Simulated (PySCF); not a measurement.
Electronic structure of As⁺ (arsenic, charge +1) at the HSE06 level

Configuration: [Ar] 3d10 4s2 4p1 4d1, one real determinant (an excited configuration). All numbers are calculated (PySCF 2.14, scalar relativity by spin-free X2C-1e, in aug-cc-pVQZ-DK (8s7p5d3f2g, 93 functions)).

* Total energy: -2259.684 hartree
* One-electron energy: -3128.174 hartree
* Hartree (Coulomb) energy: 952.131 hartree
* Exchange-correlation energy: -83.642 hartree
* ⟨S²⟩: 2.0018
* ⟨L²⟩: 8.009
* Sum of ⟨r⟩: 23.12 bohr
* Sum of ⟨r²⟩: 41.72 bohr²
* Traceless quadrupole moment −½Σ⟨3z² − r²⟩ along its main axis: 3.26 e·bohr²
* Langevin diamagnetic susceptibility: -33.0 ×10⁻⁶ cm³/mol
* Time after the integrals: about 7 core-seconds

```csv
shell,electrons,mean orbital energy (eV),spread (eV),"rms radius, mean of both spins (bohr)"
1s α,1,-11781.4,0,0.0524
1s β,1,-11781.3,0,0.0524
2s α,1,-1522.3,0,0.220
2s β,1,-1522.3,0,0.220
2p α,3,-1335.5,0.061,0.196
2p β,3,-1335.5,0.160,0.196
3s α,1,-213.22,0,0.641
3s β,1,-213.10,0,0.641
3p α,3,-154.76,0.266,0.668
3p β,3,-154.62,0.507,0.668
3d α,5,-58.635,0.400,0.755
3d β,5,-58.481,0.546,0.755
4s α,1,-27.948,0,1.96
4s β,1,-26.469,0,1.96
4p α,1,-17.391,0,2.36
4d α,1,-5.711,0,4.35
```

⟨L²⟩ = 8.01 against 12 for a pure F term, so this real determinant mixes terms. The outer electron is Rydberg-like, and this basis confines it to a smaller radius and binds it less than a complete one would.

Densities and radii are taken from the X2C orbitals without a picture-change correction, which distorts them close to the nucleus.
